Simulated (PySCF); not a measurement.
# `CS/C=C(\C)C[SiH2]CC#N`: 4 charge schemes on one density

C₇H₁₃NSSi.
Cartesian coordinates in Å at the GFN2-xTB level; atoms count from 1:
```
atom  x, y, z in Å
C1     3.1852   -1.7146    0.1611
S2     2.1862   -0.5676    1.1520
C3     1.1515    0.0629   -0.1268
C4     0.2929    1.0697    0.0075
C5     0.1140    1.8273    1.2845
C6    -0.5986    1.4577   -1.1346
Si7   -2.3340    0.6773   -0.9729
C8    -2.0973   -1.1800   -0.5365
C9    -1.2317   -1.8184   -1.4726
N10   -0.5271   -2.3048   -2.2331
H11    3.7768   -1.1513   -0.5554
H12    2.5304   -2.4179   -0.3465
H13    3.8383   -2.2413    0.8499
H14    1.2495   -0.4768   -1.0554
H15   -0.8721    1.6338    1.7078
H16    0.8680    1.5307    2.0093
H17    0.1932    2.8993    1.1060
H18   -0.1593    1.1220   -2.0755
H19   -0.6838    2.5436   -1.1834
H20   -3.1088    1.2642    0.1261
H21   -3.0655    0.7838   -2.2380
H22   -3.0566   -1.6979   -0.5349
H23   -1.6559   -1.2750    0.4569
```

Density: PBE0/pcSseg-1 (PySCF); schemes: Mulliken, IAO, Hirshfeld and ESP-fitted. Isolated species at its GFN2-xTB geometry (one conformer only).

Problem. What partial charge does each atom carry?

Solution. In e:

| atom | environment | Mulliken | IAO | Hirshfeld | ESP-fitted |
| --- | --- | --- | --- | --- | --- |
| C1 | S-methyl carbon | -0.383 | -0.502 | -0.115 | -0.484 |
| S2 | sulfide sulfur | +0.009 | +0.134 | +0.012 | -0.092 |
| C3 | alkene CH carbon | -0.184 | -0.298 | -0.084 | -0.393 |
| C4 | fully substituted alkene carbon | -0.408 | -0.006 | -0.010 | +0.302 |
| C5 | allylic carbon | -0.153 | -0.426 | -0.121 | -0.454 |
| C6 | sp3 carbon bound to silicon | -0.414 | -0.531 | -0.153 | -0.585 |
| Si7 | SiH2 silicon | +0.669 | +0.781 | +0.365 | +0.640 |
| C8 | sp3 carbon bound to silicon | -0.499 | -0.580 | -0.132 | -0.568 |
| C9 | nitrile carbon | +0.043 | +0.150 | +0.086 | +0.484 |
| N10 | nitrile nitrogen | -0.275 | -0.281 | -0.239 | -0.530 |
| H11 | methyl hydrogen | +0.153 | +0.158 | +0.047 | +0.173 |
| H12 | methyl hydrogen | +0.163 | +0.164 | +0.049 | +0.172 |
| H13 | methyl hydrogen | +0.151 | +0.169 | +0.054 | +0.219 |
| H14 | vinylic hydrogen | +0.142 | +0.155 | +0.040 | +0.265 |
| H15 | methyl hydrogen | +0.129 | +0.143 | +0.042 | +0.150 |
| H16 | methyl hydrogen | +0.139 | +0.153 | +0.036 | +0.134 |
| H17 | methyl hydrogen | +0.126 | +0.149 | +0.047 | +0.137 |
| H18 | methylene hydrogen | +0.162 | +0.162 | +0.047 | +0.157 |
| H19 | methylene hydrogen | +0.151 | +0.154 | +0.045 | +0.172 |
| H20 | Si–H hydrogen | -0.063 | -0.122 | -0.075 | -0.142 |
| H21 | Si–H hydrogen | -0.052 | -0.112 | -0.072 | -0.131 |
| H22 | methylene hydrogen | +0.191 | +0.191 | +0.068 | +0.182 |
| H23 | methylene hydrogen | +0.203 | +0.196 | +0.064 | +0.192 |

Mean size of the charges over all atoms: ESP-fitted 0.294 e, IAO 0.249 e, Mulliken 0.211 e, Hirshfeld 0.087 e. Each set sums to the total charge, 0, to within 0.001 e. The IAO scheme counts the electrons in orthogonalised intrinsic atomic orbitals, a minimal basis polarised so that it spans the occupied orbitals exactly.

Lowest charge. The schemes don't all agree: Mulliken C8 (-0.499); IAO C8 (-0.580); Hirshfeld N10 (-0.239); ESP-fitted C6 (-0.585).

Highest charge. All schemes agree: Mulliken Si7 (+0.669); IAO Si7 (+0.781); Hirshfeld Si7 (+0.365); ESP-fitted Si7 (+0.640).

Problem. How closely do the schemes follow one another over all atoms?

Solution. Correlation coefficient and root-mean-square difference: IAO with ESP-fitted 0.93, 0.127 e; IAO with Hirshfeld 0.93, 0.206 e; Mulliken with IAO 0.92, 0.120 e; Hirshfeld with ESP-fitted 0.90, 0.242 e; Mulliken with Hirshfeld 0.88, 0.170 e; Mulliken with ESP-fitted 0.80, 0.207 e.

Problem. How many electrons does the Hirshfeld scheme count on C6?

Solution. Z − q = 6 − (-0.153) ≈ 6.154.

Problem. Sum the charges by element, for elements with more than one atom.

Solution. 
| element | atoms | Mulliken | IAO | Hirshfeld | ESP-fitted |
| --- | --- | --- | --- | --- | --- |
| C | 7 | -1.998 | -2.192 | -0.530 | -1.697 |
| H | 13 | +1.595 | +1.558 | +0.391 | +1.680 |

These values come from a run that also computed NMR shieldings. On an Arm Neoverse N1 with one thread, shared host, this took 2.3 min wall (with the writing of density and orbital grids) and 1.2 GiB of memory at its peak.
